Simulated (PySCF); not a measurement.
Isomers of C3H7O3S (doublet state), one GFN2-xTB conformer each. Single-point energies are computed at B3LYP/pcH-1 (PySCF, gas phase, no added dispersion term), electronic only. GFN2-xTB treats the open shell by occupation alone, and not every SCF solution was tested for stability.

Question: Rank them by B3LYP/pcH-1 energy, lowest first (kJ/mol).
A. `[CH2:1][C@H:2]([CH3:3])[S:4](=[O:5])(=[O:6])[OH:7]` (doublet state) with H–C1–C2–C3 26° and -165°, C1–C2–S4–O5 -52°, C2–S4–O7–H -105°
B. `[CH3:1][C:2]([CH3:3])[S:4](=[O:5])(=[O:6])[OH:7]` (doublet state) with C1–C2–S4–O5 163°, C2–S4–O7–H -162°

Answer: B (0.0), A (27.8).

GFN2-xTB itself gives, in the same order: 0.0, 15.5. Both levels put the same isomer lowest.

---

Isomers of [H6NSi2]- (charge -1), one GFN2-xTB conformer each. Single-point energies are computed at PBE0/pcSseg-1 (PySCF, gas phase, no added dispersion term), electronic only.

```csv
SMILES,GFN2-xTB relative energy (kcal/mol)
[SiH3][N-][SiH3],0.0
[SiH2-]N[SiH3],47.4
```

Conformers: `[SiH2-:1][NH:2][SiH3:3]` (charge -1) with H–Si1–N2–Si3 -92° and 169°.

What does PBE0/pcSseg-1 give for the same structures?

```
          SMILES  PBE0/pcSseg-1 E (Eh)  PBE0/pcSseg-1 (kcal/mol)  GFN2-xTB (kcal/mol)  point group
[SiH3][N-][SiH3]            -637.04771                       0.0                  0.0          C2v
  [SiH2-]N[SiH3]            -637.01519                      20.4                 47.4            –
```

Both levels put the same isomer lowest. As drawn, the higher has an N–H bond, which the lower lacks.
